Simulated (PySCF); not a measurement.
NMR data sheet: C5H5ClO2Si

```yaml
Formula: C5H5ClO2Si
SMILES: O=C(Cl)c1ccc([SiH3])o1
InChI: InChI=1S/C5H5ClO2Si/c6-5(7)3-1-2-4(9)8-3/h1-2H,9H3
Point_group_of_the_computed_structure: Cs
Degrees_of_unsaturation: 4
Carbon_signals: 5
Proton_signals: 3
```

Bonds (- single, = double, # triple, : aromatic): O1=C2 1.192 Å, C2-Cl3 1.773 Å, C2-C4 1.438 Å, C4:C5 1.384 Å, C5:C6 1.399 Å, C6:C7 1.379 Å, C7-Si8 1.884 Å, C7:O9 1.338 Å, O9:C4 1.349 Å. C5 carries H10; C6 carries H11; Si8 carries H12, H13, H14.

[PySCF 2.14.0 with density-fitted response routines: geometry: GFN2-xTB; σ from GIAO-PBE0/pcSseg-1; one computed conformer; fast rotation and ring inversion assumed for equivalent nuclei; in vacuum; relativity neglected]

δ = σ(ref) − σ, references computed at the same level: 1H and 13C and 29Si vs TMS; 17O vs H2O.

```tsv
carbon	δC, type	δH (multiplicity)	HMBC from (2–3 bonds)	span of the C tensor (ppm)
C2	164.2, C	–	H10	156
C4	157.4, C	–	H10, H11	123
C5	129.7, CH	7.74 (m)	H11	197
C6	132.4, CH	7.23 (m)	H10, H12/H13/H14	189
C7	165.7, C	–	H10, H11, H12/H13/H14	174
```

Other nuclei:
```tsv
atoms	nucleus	environment	δ (ppm)	σ (ppm)
H12/H13/H14	1H	hydrogen on a silicon bonded to C	4.52	27.20
Si8	29Si	silicon bonded to C, 3 H	-84.2	433.3
O1	17O	carbonyl oxygen	541.0	-204.9
O9	17O	aromatic ring oxygen	337.4	-1.3
```

Carbon types of the structure: 3 × C, 2 × CH, leaving 3 H on heteroatoms. δC 165.7, 157.4: substituted aromatic carbon next to the ring oxygen. δC 164.2: carbonyl carbon. δC 132.4, 129.7: aromatic CH; the aromatic region. δH 7.74, 7.23: hydrogen on an aromatic CH. δH 4.52: hydrogen on a silicon bonded to C.

Carbons that carry Cl, above all several Cl atoms, come out too deshielded, partly because spin–orbit coupling is missing. Shifts are as computed. Against solution values, carbons near 30 ppm lie about +3 ppm off and those near 130 ppm about +5 ppm; carbons on Cl a further +6 ppm. Of 1211 compounds with measured shifts, 218 miss one by over three times the rms of a fit or turn the order of signals round; such compounds aren't used in these exercises. Unscaled 17O shifts of doubly bonded oxygen tend to come out too high, by tens of ppm or more. Experimental scales use liquid or dissolved standards, which lie at an offset from isolated H2O (liquid H2O: subtract about 36 ppm). Multiplicities follow the n + 1 count of equivalent neighbours, as no J values were calculated; m marks all less simple cases, F and P coupling included.
